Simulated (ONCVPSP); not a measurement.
# Ni (Z = 28): variants of one ONCV potential

Base potential:

```json
{
  "Element": "nickel (Ni)",
  "Generator": "ONCVPSP 4.0.1",
  "Type": "optimised norm-conserving Vanderbilt (ONCV)",
  "Functional": "LDA (Perdew-Wang 92)",
  "Relativity": "scalar-relativistic",
  "Frozen core": "[Ar]",
  "Valence charge": "10",
  "Reference configuration": "3d8 4s1.75 (charge +0.25)",
  "Partial waves": "4s: rc 2.35 bohr, ncon 4, nbas 7, qcut 3.4 1/bohr, 2 projectors, debl 3.7 Ha; p scattering state at 0.19 Ha: rc 2.50 bohr, ncon 4, nbas 8, qcut 3.7 1/bohr, 3 projectors, debl 3.9 Ha; 3d: rc 1.05 bohr, ncon 4, nbas 8, qcut 12.4 1/bohr, 3 projectors, debl 0.3 Ha",
  "Local potential": "polynomial inside 0.85 bohr (lpopt 5, dvloc0 3 Ha)",
  "Core correction": "Teter function, parameters optimised by the program"
}
```

In the p channel the program set the typed energies aside and used 0.050, 3.950, 7.850 Ha. In the d channel the program set the typed energies aside and used -0.414, 0.250, 0.550 Ha.

Cutoffs, loose and tight: the cutoffs (Ha) at which the residual kinetic energy of the hardest occupied pseudo-wave falls to 1 and 0.1 mHa per electron. They do not see the model core or the augmentation charge, which bear on the density cutoff. Test errors are all-electron minus pseudo excitation energies from the reference, over the configurations 3d8 4s2; 3d8 4s1; 3d8 4s0; 3d7 4s0. A dash means not determined; rows that change the core or the reference have their own tests.

1 further variants are left out, since the program set their typed debl aside.

A true bound ghost makes a file unfit for plane-wave use even where its test errors are small: the radial tests pick states by their node count and pass the ghost by.

```csv
change,outcome,"cutoff, loose","cutoff, tight",bound ghosts,GHOST(+) flags above zero,largest test error (meV)
base,"generated, projector energies reset by the program",72 Ha,150 Ha,s,"p, d",-94
fully relativistic,"generated, projector energies reset by the program",72 Ha,150 Ha,s,"p3/2, d5/2, p1/2, d3/2",-544
```

What comes out with this change to the base: d: qcut 18.8?

outcome: generated, projector energies reset by the program; cutoff, loose: 108 Ha; cutoff, tight: 125 Ha; bound ghosts: s; GHOST(+) flags above zero: p; largest test error (meV): -87.

What comes out with this change to the base: s: ncon 3, nbas 6?

outcome: generated, projector energies reset by the program; cutoff, loose: 72 Ha; cutoff, tight: 150 Ha; bound ghosts: s; GHOST(+) flags above zero: p, d; largest test error (meV): -128.

What comes out with this change to the base: functional PBEsol?

outcome: generated, projector energies reset by the program; cutoff, loose: 72 Ha; cutoff, tight: 149 Ha; bound ghosts: s; GHOST(+) flags above zero: p, d; largest test error (meV): -94.
